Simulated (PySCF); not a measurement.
Several molecules and their computed UV-vis stick spectra, shuffled. Method used: TDDFT CAM-B3LYP/def2-SVPD, vertical, gas phase, core orbitals frozen in the response (PySCF 2.14.0, density-fitted response routines). Geometries: PBE0-D3(BJ)/def2-SVP; one conformer of each isolated species. Triplets are in the Tamm–Dancoff approximation. Ions are computed without counter-ions or solvent.

A. `C#C[C+](C)CC`
B. `CC[NH+]1[BH2-][NH2+][BH2-]1`
C. `CCO[SiH3]`
D. `[H]B([H])SC`
E. `[H][Ti]([CH3])([CH3])[CH3]`

Lowest singlet levels (six at most, fewer where fewer were computed) with oscillator strengths:

1. 3.66 eV (f 0.000 summed over 3 states); 3.92 eV (f 0.000); 3.97 eV (f 0.001 summed over 2 states); 4.82 eV (f 0.001 summed over 2 states); 4.94 eV (f 0.004 summed over 2 states); 5.05 eV (f 0.000); T1 3.39 eV
2. 6.10 eV (f 0.004); 6.17 eV (f 0.165); 6.75 eV (f 0.001); 7.06 eV (f 0.000); 7.46 eV (f 0.059); 8.22 eV (f 0.006); T1 4.49 eV
3. 3.06 eV (f 0.000); 4.74 eV (f 0.221); 5.30 eV (f 0.001); 5.76 eV (f 0.002); 5.84 eV (f 0.057); 6.34 eV (f 0.001)
4. 7.13 eV (f 0.001); 7.94 eV (f 0.019); 8.03 eV (f 0.045); 8.27 eV (f 0.000); 8.53 eV (f 0.020); 8.75 eV (f 0.031); T1 6.81 eV
5. 7.27 eV (f 0.002); 7.56 eV (f 0.048); 7.61 eV (f 0.005); 7.94 eV (f 0.001); 8.09 eV (f 0.014); 8.47 eV (f 0.005); T1 7.04 eV

Question: Match each spectrum to its molecule.

Answer: 1 = E, 2 = D, 3 = A, 4 = C, 5 = B.
- A: S1 at 3.06 eV, HOMO→LUMO (98%); Löwdin shares by element: HOMO carbon 84% or more (atoms not listed hold the other 16%); LUMO carbon 78% or more (atoms not listed hold the other 21%); HOMO -15.22 and LUMO -7.86 eV.
- B: S1 at 7.27 eV, HOMO→LUMO (93%); Löwdin shares by element: HOMO nitrogen 36%, boron 30% (atoms not listed hold the other 34%); LUMO boron 52%, hydrogen 24% or more (atoms not listed hold the other 25%); HOMO -9.24 and LUMO 0.92 eV.
- C: S1 at 7.13 eV, HOMO→LUMO (87%); Löwdin shares by element: HOMO oxygen 49%, carbon 13% or more, silicon 11%, hydrogen 6% or more (atoms not listed hold the other 21%); LUMO silicon 32%, hydrogen 18% or more, carbon 14% or more (atoms not listed hold the other 37%); HOMO -9.50 and LUMO 1.13 eV; point group Cs, 1 of its 6 listed states under f = 0.0005.
- D: S1 at 6.10 eV, HOMO-1→LUMO (93%); Löwdin shares by element: HOMO sulfur 64%, boron 17%, carbon 11%; LUMO boron 49%, sulfur 28%, hydrogen 19% or more; HOMO -9.18 and LUMO 0.01 eV.
- E: S1 at 3.66 eV, HOMO→LUMO/LUMO+1 (≥46%), HOMO-1→LUMO/LUMO+1 (≥26%), HOMO-2→LUMO/LUMO+1 (≥12%); for S1 the Löwdin share of titanium is 35% in HOMO and 82% in LUMO+1; HOMO -9.24 and LUMO -0.58 eV.
B and C have S1 within 0.15 eV of each other; their strongest listed levels stand at 7.56 eV (f 0.048) and 8.03 eV (f 0.045).

A slash joins orbitals within 0.01 eV of each other, whose weights are summed (≥ marks a lower bound).
